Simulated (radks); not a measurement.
Values are calculated unless marked as measured or tabulated.
Q: The cadmium ion Cd2+, [Kr] 4d10. Level of theory: non-relativistic Kohn-Sham, r2SCAN, spin-polarised, spherical densities, point nucleus; meta-GGA in the generalised Kohn-Sham scheme (a radial shooting solver on a logarithmic mesh with Libxc functionals). Every spin shell is full or empty, so the densities are truly spherical. Functionals are evaluated on that one density, not self-consistently. Rank these exchange functionals by their error against the exact value of the orbitals, and give that value: LDA, revPBE, OPTX, WC, AM05, SOGGA, EV93, TPSS, r2SCAN, MS2, Tao-Mo, TASK.

A: Exact: -148.556 hartree. From best to worst, with 100 (|E| - |E exact|)/|E exact| (equal figures are ties): r2SCAN -0.10, EV93 -0.28, TPSS -0.29, revPBE -0.31, MS2 -0.59, Tao-Mo -0.82, WC -0.91, OPTX +1.18, TASK -2.26, SOGGA -2.34, AM05 -4.62, LDA -4.97.
